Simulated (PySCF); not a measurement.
# Computed properties of CH₅ClSi, SMILES C[SiH2]Cl

Si(H)2(Cl)(Me) (CH5ClSi), SMILES C[SiH2]Cl. Coordinates come from a B3LYP-D3(BJ)/def2-TZVP optimisation. Other conformers were not sampled. All values are computed for the isolated molecule unless a solvent is named; none is compared with measurement here.

**Structure.** The optimised structure has Cs symmetry. All 18 harmonic modes at B3LYP-D3(BJ)/def2-TZVP (PySCF) are real, so it is a minimum. With heavy atoms numbered as in [SiH2:1]([CH3:2])[Cl:3], the shortest bond between them is Si1–C2 at 1.862 Å and the longest Si1–Cl3 at 2.075 Å.

**Vibrations.** The strongest infrared lines (harmonic, unscaled, degenerate partners summed) lie at 920 cm⁻¹ (240 km/mol, H 83 %, Si 9 %, C 8 %), 2245 cm⁻¹ (121 km/mol, H 96 %), 971 cm⁻¹ (106 km/mol, H 95 %). The softest mode is at 167 cm⁻¹ and the zero-point energy is 34.7 kcal/mol.

**Electronic structure.** B3LYP/def2-TZVPD (PySCF) places the frontier levels at -8.53 and -0.15 eV, a gap of 8.38 eV, and gives a dipole moment of 1.92 D and a mean polarisability of 54.9 bohr³.

**Excitations.** TDA-CAM-B3LYP/def2-SVPD (PySCF) has S1 at 7.71 eV (161 nm, f = 0.016, weak); the most intense of the 10 singlets computed lies at 9.59 eV (f = 0.09). T1 (TDA) is at 7.26 eV, 0.45 eV under S1. No vertical singlet excitation falls in the visible range (under 3.1 eV).

**NMR.** GIAO shifts at PBE0/pcSseg-1 (PySCF) (non-relativistic, atoms alike by connectivity averaged): ¹³C at 0.1 ppm against TMS; ¹H from 0.5 to 5.2 ppm against TMS; ²⁹Si at -2.9 ppm against TMS. Without spin–orbit terms, shifts of atoms bonded to Cl or Br come out too high.
